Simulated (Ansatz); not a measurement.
**A relaxation, step by step**

GeN$_{2}$H$_{4}$ (SMILES N#N.[GeH4]), closed shell, PBE0-D4/def2-TZVP (Ansatz 0.2.0). Settings:

```yaml
hamiltonian: {xc: pbe0, dispersion: d4}
relax: {f_tol: 0.005, max_steps: 200}
```

Start (the SMILES describes the start alone):

```
7
angstrom
N -0.3984 -0.1040 -3.3174
N 0.0411 0.2789 -2.3707
Ge 0.0727 -0.0334 1.1354
H 0.0852 1.4858 0.8437
H -1.1589 -0.6821 0.4576
H -0.0081 -0.2641 2.6653
H 1.3663 -0.6811 0.5861
```

```
               step  energy less the last (meV)  largest force component (eV/Å)
                  1                        45.7                           2.820
                  2                         1.1                           0.326
 3 (rejected trial)                         3.0                           0.808
                  4                         0.4                           0.186
                  5                         0.2                           0.023
                  6                         0.2                           0.007
 7 (rejected trial)                         0.2                           0.154
                  8                         0.1                           0.027
 9 (rejected trial)                         0.2                           0.155
                 10                         0.1                           0.002
11 (rejected trial)                         1.1                           0.515
12 (rejected trial)                         0.1                           0.127
                 13                         0.1                           0.024
14 (rejected trial)                         0.1                           0.136
                 15                         0.0                           0.001
                 16                         0.0                           0.024
17 (rejected trial)                         0.0                           0.089
18 (rejected trial)                         0.0                           0.085
                 19                         0.0                           0.001
                 20                         0.0                           0.003
```

Step 2, positions (Å) and forces (eV/Å):

```csv
atom,x,y,z,Fx,Fy,Fz
N1,-0.428,-0.126,-3.393,0.188,0.170,0.326
N2,0.068,0.320,-2.528,-0.189,-0.172,-0.320
Ge3,0.073,-0.038,1.184,0.000,0.000,-0.006
H4,0.085,1.469,0.891,0.000,-0.020,0.008
H5,-1.148,-0.680,0.509,0.017,0.009,0.010
H6,-0.006,-0.266,2.702,0.002,0.005,-0.028
H7,1.355,-0.679,0.635,-0.017,0.009,0.010
```

Step 8, positions (Å) and forces (eV/Å):

```csv
atom,x,y,z,Fx,Fy,Fz
N1,-0.414,-0.113,-3.379,0.015,0.013,0.027
N2,0.052,0.297,-2.484,-0.016,-0.014,-0.027
Ge3,0.073,-0.036,1.172,0.000,0.000,0.000
H4,0.086,1.471,0.883,0.000,0.000,0.000
H5,-1.147,-0.677,0.497,0.000,0.000,0.000
H6,-0.006,-0.266,2.687,0.000,0.000,0.000
H7,1.356,-0.676,0.624,0.000,0.000,0.000
```

Step 19, positions (Å) and forces (eV/Å):

```csv
atom,x,y,z,Fx,Fy,Fz
N1,-0.389,-0.090,-3.416,0.000,0.000,-0.001
N2,0.025,0.268,-2.474,0.000,0.000,0.000
Ge3,0.074,-0.034,1.177,0.000,-0.001,0.000
H4,0.085,1.472,0.887,0.000,0.000,0.000
H5,-1.150,-0.676,0.509,0.000,0.000,0.001
H6,0.003,-0.264,2.693,0.000,0.000,0.000
H7,1.353,-0.675,0.623,0.000,0.000,0.000
```

Last step (20):

N1  (-0.383, -0.086, -3.423)
N2  (0.021, 0.265, -2.474)
Ge3  (0.073, -0.035, 1.178)
H4  (0.084, 1.471, 0.887)
H5  (-1.152, -0.677, 0.514)
H6  (0.005, -0.262, 2.695)
H7  (1.352, -0.676, 0.623)
(Å)

The run took about 23 s on 4 CPU threads of an Intel Xeon Platinum 8259CL (shared host).
